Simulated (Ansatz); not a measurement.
`[SiH3][CH2][SbH2]` + `N[SiH3]` → `[SiH3][NH][SbH2]` + `C[SiH3]` at 298.15 K and 1 bar (ligand exchange at the Sb–C bond).

Computed with Ansatz on PBE0-D4/def2-TZVP structures; ΔE is electronic, products minus reactants. CBS: MP2 limit from def2 TZ/QZ plus the TZ coupled-cluster correction, frozen cores. This one scheme is used for every species. Elements past krypton have def2 core potentials. For Sb outer-core shells are correlated without core-valence functions, which leaves a few kJ/mol of doubt a bond.

```tsv
species	CCSD(T)/CBS energy (Eh)	H − E (kJ/mol)	S (J/(mol·K))
`[SiH3][CH2][SbH2]`	-571.33795	190.1	345.0
`N[SiH3]`	-346.80422	145.7	264.3
`[SiH3][NH][SbH2]`	-587.40566	161.6	341.4
`C[SiH3]`	-330.73916	173.3	255.5
```

H − E and S are ideal-gas, rigid-rotor, harmonic terms from PBE0-D4/def2-TZVP, for one conformer and one mirror image of each species. 1 Eh = 2625.50 kJ/mol, R = 8.31446 J/(mol·K).

Task: By hand: ΔE, ΔH, ΔS and ΔG.

Result: ΔE = (-587.40566) + (-330.73916) − (-571.33795) − (-346.80422) = -0.00265 Eh = -7.0 kJ/mol. Δ(H − E) = 161.6 + 173.3 − 190.1 − 145.7 = -0.9, so ΔH = -7.9 kJ/mol. ΔS = 341.4 + 255.5 − 345.0 − 264.3 = -12.4 J/(mol·K). ΔG = -7.9 − 298.15 × (-12.4)/1000 = -4.2 kJ/mol.

Task: By hand: the equilibrium constant, and the temperature at which ΔG would vanish if ΔH and ΔS stayed fixed.

Result: log₁₀ K = −ΔG/(RT ln 10) = 0.7. ΔG = 0 at ΔH/ΔS = 637 K, though so small a ΔH makes that figure unsure.

TΔS isn't small against ΔH here. The sign of ΔG lies within the doubt. A doubt of 5 kJ/mol in ΔE shifts log₁₀ K by 0.9 here. Other conformers and mirror images would add mixing entropy, several J/(mol·K) or more a flexible species. Modes under 60 cm⁻¹, often nearly free rotors, make the harmonic entropy too high. These are equilibria of isolated gas molecules and say nothing of rates. Largest T1 diagnostic: 0.013 (customary marks: 0.02 for closed shells, 0.045 for open ones).
